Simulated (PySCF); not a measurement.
LDA on I+ (iodine, charge +1)

Configuration: [Kr] 4d10 5s2 5p4, high-spin 3P determinant. Calculation: PySCF 2.14, in aug-cc-pVDZ-PP with ECP28MDF; scalar relativity through the core potential.

```json
{
 "Total energy": "-294.8593 hartree",
 "One-electron energy": "-505.2064 hartree",
 "Hartree (Coulomb) energy": "231.6645 hartree",
 "Exchange-correlation energy": "-21.3174 hartree",
 "⟨S²⟩": "2.0007",
 "⟨L²⟩": "2.006",
 "Sum of ⟨r⟩": "28.95 bohr",
 "Sum of ⟨r²⟩": "48.75 bohr²",
 "Traceless quadrupole moment −½Σ⟨3z² − r²⟩ along its main axis": "-2.47 e·bohr²",
 "Time after the integrals": "0.07 s of wall time on 1 thread of Intel(R) Xeon(R) 6975P-C (shared host)"
}
```

```csv
shell,electrons,mean orbital energy (eV),spread (eV),"rms radius, mean of both spins (bohr)"
4s α,1,-189.39,0,0.797
4s β,1,-189.19,0,0.797
4p α,3,-136.08,0.690,0.856
4p β,3,-135.87,0.552,0.856
4d α,5,-59.424,0.752,1.01
4d β,5,-59.119,0.569,1.01
5s α,1,-27.176,0,2.03
5s β,1,-25.883,0,2.03
5p α,3,-16.063,1.127,2.49
5p β,1,-14.614,0,2.49
```

Energies and moments cover only the electrons outside the core potential.
